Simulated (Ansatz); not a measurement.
The first iterations of a band of CH9BN2Si (14 atoms, charge 0, multiplicity 1).

Computed with RKS B3LYP-D4/def2-SVP (Ansatz).

| Item | Value |
| --- | --- |
| movable images | 5 |
| climbing image | yes |
| spring | 5.0 eV/Å² |
| optimiser | quadratic models (default) |
| start path | IDPP |
| force threshold | 0.03 eV/Å |
| iteration limit | 60 |
| end points | relaxed |

Initial state:

```xyz
14
Properties=species:S:1:pos:R:3
B -1.680 0.302 0.296
C -0.777 -0.768 -0.295
N -0.465 -0.775 -1.710
Si 0.825 -0.342 0.769
N 1.477 1.248 0.592
H -1.855 1.353 -0.281
H -2.134 0.161 1.406
H -0.991 -1.785 0.088
H -0.503 0.159 -2.112
H 0.444 -1.182 -1.927
H 0.603 -0.688 2.203
H 1.848 -1.253 0.173
H 1.006 2.083 0.923
H 2.189 1.458 -0.096
```

Final state:

```xyz
14
Properties=species:S:1:pos:R:3
B -1.669 0.271 0.410
C -0.799 -0.780 -0.258
N -0.565 -0.767 -1.686
Si 0.855 -0.316 0.706
N 1.399 1.267 0.251
H -1.861 1.342 -0.121
H -2.066 0.092 1.536
H -0.968 -1.805 0.124
H -0.559 0.183 -2.053
H 0.315 -1.207 -1.953
H 0.736 -0.593 2.172
H 1.868 -1.258 0.142
H 0.905 2.096 0.568
H 2.397 1.446 0.190
```

| iteration | highest image above the first end (eV) | largest band force component (eV/Å) |
| --- | --- | --- |
| 1 | 0.001 | 0.523 |
| 2 | 0.000 | 0.313 |

Task: Does the band converge within its limit, and where does its top end?

Result: The run converged. It ended after 6 iterations with the highest image 0.000 eV above the first end. The highest image is an end point: on this band no image between the ends rises above it. A vibrational analysis next to that end finds imaginary modes (111i cm⁻¹), so it isn't a minimum.

Time of the run: 95 s on 2 threads of AMD EPYC 7B13 (Zen 3), on a shared host, peak memory 0.31 GiB.
